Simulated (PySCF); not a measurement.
C4H9NSi2.
Atom-mapped SMILES: `[N:1]#[C:2][C@@H:3]1[CH2:4][CH2:5][SiH2:6][SiH2:7]1` (hydrogens: H8 on C3; H9, H10 on C4; H11, H12 on C5; H13, H14 on Si6; H15, H16 on Si7)

The same species was optimised twice, with GFN2-xTB and with PBE0-D3(BJ)/def2-SVP (PySCF), and the same property calculations (PySCF, gas phase) were run on both structures.

```tsv
coordinate	GFN2-xTB	PBE0-D3(BJ)/def2-SVP	change
Si6–Si7 (Å)	2.316	2.345	+0.029
C2–C3 (Å)	1.428	1.451	+0.023
N1≡C2 (Å)	1.146	1.159	+0.013
C3–C4 (Å)	1.537	1.547	+0.010
C5–Si6 (Å)	1.916	1.908	-0.008
C4–C5 (Å)	1.529	1.533	+0.004
C3–Si7 (Å)	1.943	1.942	-0.001
C4–C3–Si7 (°)	108.5	107.3	-1.2
C2–C3–C4 (°)	110.3	111.4	+1.1
C3–C4–C5 (°)	111.4	112.1	+0.7
N1–C2–C3 (°)	178.1	177.5	-0.6
C2–C3–Si7 (°)	108.8	109.4	+0.6
C4–C5–Si6 (°)	109.4	109.2	-0.2
C5–Si6–Si7 (°)	93.6	93.4	-0.2
C3–Si7–Si6 (°)	92.8	92.8	0.0
```

Rotational constants: A = 2498, B = 1492, C = 1245 MHz (GFN2-xTB) against A = 2466, B = 1462, C = 1230 MHz (PBE0-D3(BJ)/def2-SVP). Point groups within 0.08 Å: C1 and C1.

On the GFN2-xTB structure: lowest triplet, Tamm–Dancoff (eV) 5.71 [PBE0/def2-SVPD]; isotropic polarisability (au) 101.8 [PBE0/def2-SVPD]; HOMO (eV) -8.13 [PBE0/def2-SVPD]; LUMO (eV) -0.52 [PBE0/def2-SVPD]; dipole (D) 4.01 [PBE0/def2-SVPD]; HOMO (eV) -8.17 [PBE0/pcSseg-1]; LUMO (eV) -0.49 [PBE0/pcSseg-1]; dipole (D) 3.97 [PBE0/pcSseg-1]; GIAO shielding of N1 (ppm) -32.9 [PBE0/pcSseg-1]; GIAO shielding of C2 (ppm) 60.1 [PBE0/pcSseg-1]; GIAO shielding of C3 (ppm) 172.8 [PBE0/pcSseg-1]; GIAO shielding of C4 (ppm) 154.8 [PBE0/pcSseg-1]; GIAO shielding of C5 (ppm) 175.9 [PBE0/pcSseg-1]; GIAO shielding of Si6 (ppm) 422.1 [PBE0/pcSseg-1]; GIAO shielding of Si7 (ppm) 406.8 [PBE0/pcSseg-1].

What do these properties become on the PBE0-D3(BJ)/def2-SVP structure?

| property | level | on GFN2-xTB | on PBE0-D3(BJ)/def2-SVP | change |
| --- | --- | --- | --- | --- |
| lowest triplet, Tamm–Dancoff (eV) | PBE0/def2-SVPD | 5.71 | 5.63 | -0.08 |
| isotropic polarisability (au) | PBE0/def2-SVPD | 101.8 | 104.0 | +2.2 |
| HOMO (eV) | PBE0/def2-SVPD | -8.13 | -7.97 | +0.16 |
| LUMO (eV) | PBE0/def2-SVPD | -0.52 | -0.45 | +0.07 |
| dipole (D) | PBE0/def2-SVPD | 4.01 | 3.96 | -0.05 |
| energy, GFN2-xTB geometry as zero (kcal/mol) | PBE0/def2-SVPD | 0.0 | -2.5 | -2.5 |
| HOMO (eV) | PBE0/pcSseg-1 | -8.17 | -8.02 | +0.15 |
| LUMO (eV) | PBE0/pcSseg-1 | -0.49 | -0.39 | +0.10 |
| dipole (D) | PBE0/pcSseg-1 | 3.97 | 3.91 | -0.06 |
| energy, GFN2-xTB geometry as zero (kcal/mol) | PBE0/pcSseg-1 | 0.0 | -2.0 | -2.0 |
| GIAO shielding of N1 (ppm) | PBE0/pcSseg-1 | -32.9 | -41.3 | -8.4 |
| GIAO shielding of C2 (ppm) | PBE0/pcSseg-1 | 60.1 | 58.4 | -1.7 |
| GIAO shielding of C3 (ppm) | PBE0/pcSseg-1 | 172.8 | 170.6 | -2.2 |
| GIAO shielding of C4 (ppm) | PBE0/pcSseg-1 | 154.8 | 153.3 | -1.5 |
| GIAO shielding of C5 (ppm) | PBE0/pcSseg-1 | 175.9 | 176.4 | +0.5 |
| GIAO shielding of Si6 (ppm) | PBE0/pcSseg-1 | 422.1 | 418.1 | -4.0 |
| GIAO shielding of Si7 (ppm) | PBE0/pcSseg-1 | 406.8 | 402.3 | -4.5 |

The heavy atoms differ by 0.025 Å rms after alignment. Among bonds between heavy atoms Si6–Si7 changes most (+0.029 Å). Changes are differences of the printed values. Neither structure is proved a minimum here.
